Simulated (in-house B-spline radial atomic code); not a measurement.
**B³⁺: 1s1 5d1 (an excited or competing configuration)**

Computed with a radial B-spline atomic code at the basis-set limit: Dirac-Hartree-Fock, average of configuration, Fermi nucleus of rms radius 2.406 fm.

Z_r = [3n² - l(l+1)]/(2<r>); Z_e = n√(-2ε); the last column is Slater's effective charge. Values are occupation-weighted means over j.

```csv
shell,electrons,ε (eV),<r> (bohr),Z_r,Z_e,Slater
1s,1,-335.9,0.2999,5.00,4.97,5.00
5d,1,-8.711,8.621,4.00,4.00,4.00
```

The least bound orbital is 5d5/2 at -8.711 eV, and it is also the most diffuse (<r> = 8.621 bohr).

Spin-orbit splittings of the orbital energies (j = l + 1/2 above j = l - 1/2 when positive): 5d 0.0002494 eV.

For the 1s electron the small component carries 0.0333 % of the norm, the zero-frequency Breit interaction raises the level by 3.585e-06 eV, self-energy by 0.01315 eV, and vacuum polarisation lowers it by 0.0005398 eV.
